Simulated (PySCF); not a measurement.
Correlation energy of Ni⁺ (nickel, charge +1)

[Ar] 3d9, 2D determinant. All numbers are calculated (PySCF 2.14, scalar relativity by spin-free X2C-1e, in ANO-RCC-VTZP (6s5p3d2f1g, 59 functions)). Frozen: [Ar]; 9 electrons correlated.

```tsv
level	correlation energy (mhartree)
CCSD	-341.30
(T)	-13.03
CCSD(T)	-354.33
```

Diagnostics: T1 = 0.013, D1 = 0.0191, largest double amplitude 0.031.

Task: Is a single reference adequate?

Result: Yes: T1 lies below 0.03 and no double amplitude reaches 0.07.
